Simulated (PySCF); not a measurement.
Gas-phase reaction: InF3 + 2 InCl3 → 3 InF + 6 Cl

Method: PySCF energies (xtb for GFN2) plus ideal-gas RRHO corrections (1 bar). † marks an energy on the PBE0/def2-TZVP geometry and frequencies; other levels use their own. CCSD(T) freezes the core. Open shells (unrestricted): Cl (multiplicity 2, electronic degeneracy 6); the rest are closed-shell singlets. GFN2 has no spin-polarisation term. Spin-orbit splitting is ignored; it lowers the true energy and changes the entropy of Cl. In: scalar-relativistic def2 core potential, no spin-orbit coupling. CCSD(T) isn't extrapolated to the basis-set limit; its ΔH°(298 K) is 1454.2 kJ in def2-SVP and 1520.5 kJ in def2-TZVPP. The harmonic model lacks anharmonicity and excited electronic states, which grow with temperature; levels with a mode under 35 cm⁻¹ are left out. Soft modes under 120 cm⁻¹ make the harmonic entropy rough for InCl3.

ΔH° and ΔS° at 298 K: BLYP/def2-TZVP† 1367 kJ, 727 J/K; CCSD(T)/def2-SVP† 1454 kJ, 727 J/K; GFN2-xTB 1215 kJ, 695 J/K.

Question: With the heat capacities included, give log10 K (1 bar) at 500, 1000, 1800, 2000, 2500 K from BLYP/def2-TZVP†, CCSD(T)/def2-SVP†, GFN2-xTB.

Answer: 
| T (K) | BLYP/def2-TZVP† | CCSD(T)/def2-SVP† | GFN2-xTB |
|---|---|---|---|
| 500 | -104.9 | -114.0 | -90.7 |
| 1000 | -33.6 | -38.1 | -27.4 |
| 1800 | -2.0 | -4.5 | 0.6 |
| 2000 | 1.9 | -0.4 | 4.1 |
| 2500 | 8.9 | 7.1 | 10.3 |
